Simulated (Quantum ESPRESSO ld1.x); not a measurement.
Values are calculated unless marked as measured or tabulated.
One sound ld1.x (Quantum ESPRESSO 7.5) input for the tin ion Sn3+ gives E = -6174.34 hartree in 24 iterations:

```
 &input
    zed=50.0,
    iswitch=1,
    rel=2,
    dft='PBESOL',
    config='[Kr] 4d10 5s1',
    verbosity='high',
    lsmall=.true.,
    prefix='ld1',
    max_out_wfc=37,
    file_charge='ld1.rho',
 /
```

Changed or added lines, one case at a time, and what came of them:

- rmax=6.0: harmless. The energy moves by -3.3e-05 hartree against the default mesh (-6174.34 hartree).
- relativistic=1: refused. The program stops in ld1_readin with "reading input namelist": the namelist holds a keyword that &input does not know.
- dx=0.2: inaccurate. The radial step is too large to integrate the orbitals; the run ends without a warning, but the energy is off by -0.3191 hartree against the default mesh.
- config='[Kr] 4d10 5s1 3f1': refused. The program stops in el_config with "main/angular quantum number mismatch": l must be smaller than n.
- rmax=5000.0: harmless. The energy moves by less than 1e-5 hartree against the default mesh (-6174.34 hartree).
- config='[Kr] 4d10 5s1 6s3': refused. The program stops in el_config with "wrong occupancy:3": an s shell holds at most 2 electrons.
- config='[Kr] 4d10 5s1 1s1': refused. The program stops in el_config with "occupation wrong": the bracketed core already holds 1s.
